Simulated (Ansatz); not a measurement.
Ansatz (an electronic-structure program) input:

Ansatz 0.2 input:
```yaml
crystal:
  periodic: [false, false, false]
  atoms:
    - {symbol: Si, position_ang: [-0.01738732, -0.32762436, 0.01169695]}
    - {symbol: F, position_ang: [0.02302615, -1.21553728, 1.31346682]}
    - {symbol: F, position_ang: [-0.15634775, -1.29660324, -1.22377760]}
    - {symbol: Cl, position_ang: [-1.62266252, 0.89234890, 0.08620541]}
    - {symbol: Cl, position_ang: [1.70756351, 0.70741615, -0.14332072]}
basis:
  gaussian:
    orbitals: def2-TZVPD
hamiltonian:
  xc: {name: B2PLYP}
total_charge: 1
magnetization: {spin_polarized: true, initial_magnetization: 1}
correlation: {electrons: outside_noble_gas}
```

Problem. Predict the final energy.

Solution. -1409.02719 Eh (B2PLYP/def2-TZVPD). The basis has 215 functions.

This state (charge 1, doublet) is run at the relaxed geometry of the species with charge 0 and multiplicity 1.
